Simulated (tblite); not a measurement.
Compound: C12H10O2.
Atom-mapped SMILES: `[CH3:1][O:2][c:3]1[cH:4][cH:5][cH:6][c:7]2[c:8]([CH:9]=[O:10])[cH:11][cH:12][cH:13][c:14]12` (hydrogens: H15, H16, H17 on C1; H18 on C4; H19 on C5; H20 on C6; H21 on C9; H22 on C11; H23 on C12; H24 on C13)

The geometry is computed with GFN2-xTB (gas phase).

Q: List the bond lengths, angles and torsions at this level.

A: 
```tsv
bond	length (Å)	order
C1–O2	1.407	single
O2–C3	1.359	single
C3–C4	1.374	aromatic
C4–C5	1.399	aromatic
C5–C6	1.367	aromatic
C6–C7	1.410	aromatic
C7–C8	1.427	aromatic
C8–C9	1.466	single
C9=O10	1.208	double
C8–C11	1.384	aromatic
C11–C12	1.393	aromatic
C12–C13	1.370	aromatic
C13–C14	1.408	aromatic
C3–C14	1.428	aromatic
C7–C14	1.422	aromatic
C1–H15, C1–H16, C1–H17	1.093	single
C4–H18	1.078	single
C5–H19	1.080	single
C6–H20	1.077	single
C9–H21	1.104	single
C11–H22	1.081	single
C12–H23	1.080	single
C13–H24	1.079	single
```

Bonds in one row agree within 0.01 Å and their mean is given. Orders are formal, as drawn. A selection of angles:
```tsv
angle	degrees
O2–C1–H15	105.7
O2–C1–H16	111.6
H15–C1–H16	109.3
C1–O2–C3	118.6
O2–C3–C4	124.7
O2–C3–C14	115.4
C4–C3–C14	119.9
C3–C4–C5	119.8
C3–C4–H18	121.4
C5–C4–H18	118.7
C4–C5–C6	121.6
C4–C5–H19	118.5
C6–C5–H19	119.9
C5–C6–C7	120.6
C5–C6–H20	119.0
C7–C6–H20	120.4
C6–C7–C8	124.0
C6–C7–C14	118.3
C8–C7–C14	117.7
C7–C8–C9	123.1
C7–C8–C11	120.1
C9–C8–C11	116.8
C8–C9–O10	124.6
C8–C9–H21	115.8
O10–C9–H21	119.7
C8–C11–C12	121.6
C8–C11–H22	117.9
C12–C11–H22	120.6
C11–C12–C13	119.5
C11–C12–H23	120.0
C13–C12–H23	120.5
C12–C13–C14	121.0
C12–C13–H24	121.0
C14–C13–H24	118.1
C3–C14–C13	120.1
C3–C14–C7	119.7
C7–C14–C13	120.2
```

Torsions: C1–O2–C3–C4 0° (synperiplanar); C7–C8–C9–O10 180° (antiperiplanar).

The 6-membered ring C7–C8–C11–C12–C13–C14 has internal angles of 117.7° to 121.6° (sum 720°, against 720° for a flat polygon); it is planar, 0.00 Å rms from its mean plane, widest ring torsion 0°. Of the pairs four or more bonds apart, H20···H21 is among the closest relative to their van der Waals radii: 1.98 Å, 83 % of the sum of Bondi's values. The 14 heavy atoms lie in one plane (0.001 Å rms). The 3 C–O bonds span 1.208 Å (C9=O10, drawn double) to 1.407 Å (C1–O2, drawn single), a spread of 0.199 Å. The 6-membered ring C3–C4–C5–C6–C7–C14 has internal angles of 118.3° to 121.6°; it is planar, 0.00 Å rms from its mean plane, widest ring torsion 0°. The 12 C–C bonds span 1.367 Å (C5–C6, aromatic) to 1.466 Å (C8–C9, drawn single), a spread of 0.099 Å.

Point group: Cs (tolerance 0.08 Å). Its GFN2-xTB frequencies are all real (lowest 50 cm⁻¹). The numbers are those of one conformer.
